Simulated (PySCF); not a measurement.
Spectrum to structure. Computed with TDDFT B3LYP/def2-SVPD, vertical, gas phase, core orbitals frozen in the response (PySCF). Geometries: GFN2-xTB, one conformer each.

```json
{"state": "S1", "λ (nm)": "271.2", "f": "0.052"}
{"state": "S2", "λ (nm)": "262.7", "f": "0.107"}
{"state": "S3", "λ (nm)": "241.8", "f": "0.0019"}
{"state": "S4", "λ (nm)": "232.3", "f": "0.0000"}
{"state": "S5", "λ (nm)": "225.6", "f": "0.0009"}
{"state": "S6", "λ (nm)": "215.6", "f": "0.198"}
{"state": "S7", "λ (nm)": "207.8", "f": "0.199"}
{"state": "S8", "λ (nm)": "204.8", "f": "0.0000"}
```

Task: Which candidate is it?
A. `Cn1cpc(C#N)c1`
B. `N#Cc1scpc1F`
C. `p1c(F)csc1C#N`

Result: B. Its S1 lies at 4.57 eV; the nearest of the others has S1 at 4.26 eV. S1 is HOMO-1→LUMO (57%), HOMO→LUMO (24%), HOMO→LUMO+1 (14%). Löwdin shares by element: HOMO carbon 37% or more, phosphorus 28%, sulfur 14% (atoms not listed hold the other 21%); LUMO carbon 37% or more, sulfur 21%, phosphorus 19% (atoms not listed hold the other 23%). At the same level the other candidates give, for their lowest levels:
- `N#Cc1pc(F)cs1`: 291 nm (f 0.097); 273 nm (f 0.149); 253 nm (f 0.005); 227 nm (f 0.000); 226 nm (f 0.002); T1 2.73 eV; HOMO -7.66, LUMO -3.06 eV
- `Cn1cpc(C#N)c1`: 245 nm (f 0.011); 231 nm (f 0.044); 216 nm (f 0.198); 212 nm (f 0.001); 209 nm (f 0.019); T1 3.60 eV; HOMO -6.87, LUMO -1.25 eV
Triplets come from the Tamm–Dancoff approximation.
